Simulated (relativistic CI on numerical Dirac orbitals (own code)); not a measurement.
**Pm4+: 5s photoemission**

Computed with this model: Dirac-Coulomb-Breit CI, separate exchange-only KLI orbitals for each configuration, model QED, multiplet model of photoemission in the sudden approximation, unscaled Slater integrals; configurations [Xe] 4f3 → [Kr] 4d10 4f3 5s 5p6; 300 K; Lorentzian 1.05 eV and Gaussian 0.6 eV FWHM. Energies are those of the free ion, without screening or charge transfer. The energies are binding energies and can lie tens of eV above those of solids. Without intra-shell correlation the exchange splitting of an s hole comes out too large, often by half or more. S is read from ⟨S²⟩ = S(S + 1).

Computed curve for free ion, scaled to 100 at the maximum (points under 2 are left out and the grid is thinned):

```
Energy (eV)  Intensity
       90.0        2.0
       90.2        2.2
       90.6        2.7
       90.8        3.0
       91.0        3.3
       91.4        4.2
       91.6        4.7
       91.8        5.4
       92.2        7.4
       92.4        8.9
       92.6       10.8
       93.0       17.2
       93.2       22.7
       93.4       30.8
       93.8       59.1
       94.0       78.2
       94.2       94.2
       94.6       92.8
       94.8       76.9
       95.0       59.7
       95.4       37.7
       95.6       34.1
       95.8       34.8
       96.2       46.6
       96.4       53.6
       96.6       56.1
       97.0       43.1
       97.2       33.1
       97.4       24.6
       97.8       13.9
       98.0       10.8
       98.2        8.7
       98.6        6.0
       98.8        5.1
       99.0        4.4
       99.4        3.4
       99.6        3.0
       99.8        2.7
      100.2        2.2
      100.4        2.0
```

The ground state has S = 1.48, and the centroid lies at 95.14 eV.
